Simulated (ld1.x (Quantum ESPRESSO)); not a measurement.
# Which change was made? (C, TM)

```json
{
  "Element": "carbon",
  "Generator": "ld1.x (Quantum ESPRESSO) 7.5",
  "Type": "norm-conserving Troullier–Martins (Kleinman–Bylander form)",
  "Functional": "LDA (PZ)",
  "Relativity": "scalar-relativistic",
  "Frozen core": "[He]",
  "Valence charge": "4",
  "Reference configuration": "2s1.75 2p2.25",
  "Partial waves": "2s (bound): rc 1.25 bohr; 2p (bound): rc 1.75 bohr; 3d channel at 0.45 Ry: rc 1.75 bohr",
  "Local potential": "the d channel",
  "Core correction": "a·sin(br)/r model core, default radius (core density twice the valence density)"
}
```

Cutoffs, loose and tight: the cutoffs (Ry, on a coarse ladder) from which the occupation-weighted sum of valence levels, in a spherical-Bessel basis at the reference potential, stays within 10 and 1 mRy of its value at 400 Ry. They do not see the model core or the augmentation charge, which bear on the density cutoff. Test errors are all-electron minus pseudo excitation energies from the reference, over the configurations 2s2 2p2; 2s2 2p1; 2s2 2p0; 2s2 2p2.3; 2s1 2p3; 2s0 2p4; 2s2 2p1.5 (two spin-polarised tests are not counted in the largest error); variants that change the core or the reference have their own tests.

The base gives: outcome: generated; cutoff, loose: 35 Ry; cutoff, tight: 80 Ry; bound ghosts: none; largest test error (meV): +188.

Task: After one change the result is: outcome: generated; cutoff, loose: 30 Ry; cutoff, tight: 80 Ry; bound ghosts: none; largest test error (meV): +618. Which change was it?
A. wave 2s (bound): rc 1.25 bohr becomes 2s (bound): rc 0.86 bohr
B. core correction none
C. wave 2p (bound): rc 1.75 bohr becomes 2p (bound): rc 2.40 bohr
D. reference 2s2 2p2
E. type RRKJ; local potential the p channel

Result: C. The others give: reference 2s2 2p2 → outcome: generated; cutoff, loose: 35 Ry; cutoff, tight: 80 Ry; bound ghosts: none; largest test error (meV): +350 | type RRKJ; local potential the p channel → outcome: generated; cutoff, loose: 45 Ry; cutoff, tight: 60 Ry; bound ghosts: none; largest test error (meV): +129 | wave 2s (bound): rc 1.25 bohr becomes 2s (bound): rc 0.86 bohr → outcome: generated; cutoff, loose: 70 Ry; cutoff, tight: 160 Ry; bound ghosts: none; largest test error (meV): +181 | core correction none → outcome: generated; cutoff, loose: 35 Ry; cutoff, tight: 80 Ry; bound ghosts: none; largest test error (meV): +237.
